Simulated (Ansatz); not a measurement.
Cost and result up the ladder for TiIF₃ (5 atoms). Charge 0, multiplicity 1. Geometry: r2SCAN-D4/def2-SVP.

| atom | x (Å) | y (Å) | z (Å) |
| --- | --- | --- | --- |
| Ti1 | -0.150 | 0.015 | -0.044 |
| I2 | 2.300 | -0.226 | 0.679 |
| F3 | -1.198 | -0.511 | 1.227 |
| F4 | -0.451 | -0.945 | -1.451 |
| F5 | -0.501 | 1.668 | -0.410 |

Ansatz on 4 threads of INTEL XEON PLATINUM 8581C on a shared host. Times are rough, and most runs start from the orbitals of an earlier one. ωB97X-V/def2-TZVP serves as the yardstick here, not as an exact answer. Differences are given only for rows in sets of like size (and for xTB, whose basis is part of the method), since another set adds its own error. Binding counts from free atoms at the same level (Ti triplet, I doublet, F doublet; other spins of the atoms weren't run), without zero-point energy or a counterpoise term.

In the def2 sets I takes a core potential; there is no spin–orbit coupling. LC-ωPBE has ω = 0.4 bohr⁻¹. HSE06 is defined as in plane-wave codes, on full-range PBE exchange. Correlated methods freeze 12 core orbitals; core or outer-core shells of Ti, I are correlated, in sets that lack core-valence functions. The rows differ in basis, and correlated rows in double-zeta sets carry the largest basis error.

Correlated methods converge slowly with the basis, most of all in double-zeta sets.

| level | functions | binding energy per atom (eV) | difference from ωB97X-V/def2-TZVP (eV) | remarks |
| --- | --- | --- | --- | --- |
| ωB97X-V/def2-TZVP | 188 | 4.28 | 0.00 | – |
| PBE-D4/def2-SVP | 99 | 4.78 | – | – |
| PBE0-D4/def2-SVP | 99 | 4.31 | – | – |
| PBE0-D4/def2-TZVP | 188 | 4.28 | 0.00 | – |
| B2PLYP/def2-TZVP | 188 | 4.30 | 0.02 | test for broken spin undecided |
| LC-ωPBE/def2-TZVP | 188 | 4.29 | 0.01 | – |
| MP2/def2-TZVP | 188 | 4.49 | 0.20 | – |
| CCSD(T)/def2-SVP | 99 | 4.04 | – | – |
| HSE06-D4/def2-TZVP | 188 | 4.28 | 0.00 | – |
| B97M-V/def2-TZVP | 188 | 4.39 | 0.11 | – |
| BHLYP-D4/def2-TZVP | 188 | 3.83 | -0.45 | – |
| PBE0-D4/def2-TZVPD | 227 | 4.29 | 0.00 | – |

Task: Estimate how long each takes.

Result: PBE-D4/def2-SVP 0.55 s; PBE0-D4/def2-SVP 0.95 s; LC-ωPBE/def2-TZVP 1.4 s; HSE06-D4/def2-TZVP 1.9 s; BHLYP-D4/def2-TZVP 1.9 s; MP2/def2-TZVP 1.9 s; PBE0-D4/def2-TZVP 2 s; PBE0-D4/def2-TZVPD 2.5 s; B2PLYP/def2-TZVP 2.8 s; B97M-V/def2-TZVP 3.3 s; ωB97X-V/def2-TZVP 3.8 s; CCSD(T)/def2-SVP 5.5 s. On shared hardware such times vary by a factor of up to 3.
